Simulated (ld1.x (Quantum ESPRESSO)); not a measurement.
# Which change was made? (Fe, PAW)

ld1.x (Quantum ESPRESSO) 7.5 input, shortened:

```
&input
   title='Fe', zed=26., rel=1, dft='PZ', iswitch=3,
   config='[Ar] 3d6.5 4s1.5 4p0'
 /
 &inputp
   pseudotype=3, lpaw=.true., tm=.true., lloc=-1, rcloc=1.50,
   nlcc=.true., new_core_ps=.true., rcore=0.90,
   which_augfun='BESSEL', rmatch_augfun=1.05
 /
6
3S  1  0   2.00   0.00  1.25  1.60  0.0
4S  2  0   1.50   0.00  1.25  1.60  0.0
3P  2  1   6.00   0.00  1.20  1.45  0.0
4P  3  1   0.00   0.00  1.20  1.45  0.0
3D  3  2   6.50   0.00  0.95  1.25  0.0
3D  3  2   0.00   2.55  0.95  1.25  0.0
 &test
   configts(1)='3s2 3p6 3d6.5 4s1.5 4p0'
 /
```

Cutoffs, loose and tight: the cutoffs (Ry, on a coarse ladder) from which the occupation-weighted sum of valence levels, in a spherical-Bessel basis at the reference potential, stays within 10 and 1 mRy of its value at 400 Ry. They do not see the model core or the augmentation charge, which bear on the density cutoff. Test errors are all-electron minus pseudo excitation energies from the reference, over the configurations 3s2 3p6 3d6 4s2 4p0; 3s2 3p6 3d6 4s1 4p0; 3s2 3p6 3d6 4s0 4p0; 3s2 3p6 3d6 4s0 4p1; 3s2 3p6 3d5 4s0 4p0; 3s2 3p6 3d6 4s0 4p2; 3s2 3p5 3d6 4s2 4p0 (two spin-polarised tests are not counted in the largest error); variants that change the core or the reference have their own tests. The largest error is taken over the tests solved by every variant that gives reliable tests at all, those not shown here included: 3s2 3p6 3d6 4s0 4p0; 3s2 3p6 3d6 4s0 4p1; 3s2 3p6 3d6 4s0 4p2; 3s2 3p6 3d6 4s1 4p0; 3s2 3p6 3d6 4s2 4p0.

The base gives: outcome: generated, overlap not positive; bound ghosts: not determined (overlap not positive); largest test error (meV): +2.8.

(1) After one change the result is: outcome: generated, overlap not positive; bound ghosts: not determined (overlap not positive); largest test error (meV): +23. Which change was it?
A. local potential all-electron potential smoothed inside 0.62 bohr (lloc = -1)
B. local potential all-electron potential smoothed inside 1.70 bohr (lloc = -1)
C. local potential all-electron potential smoothed inside 1.20 bohr (lloc = -1)

Results:

(1) A. The others give: local potential all-electron potential smoothed inside 1.70 bohr (lloc = -1) → outcome: generated; cutoff, loose: 70 Ry; cutoff, tight: 120 Ry; bound ghosts: none; largest test error (meV): -1.5 | local potential all-electron potential smoothed inside 1.20 bohr (lloc = -1) → outcome: generated, overlap not positive; bound ghosts: not determined (overlap not positive); largest test error (meV): +14. A file whose overlap is not positive is unfit for use, and its test errors describe a broken file.
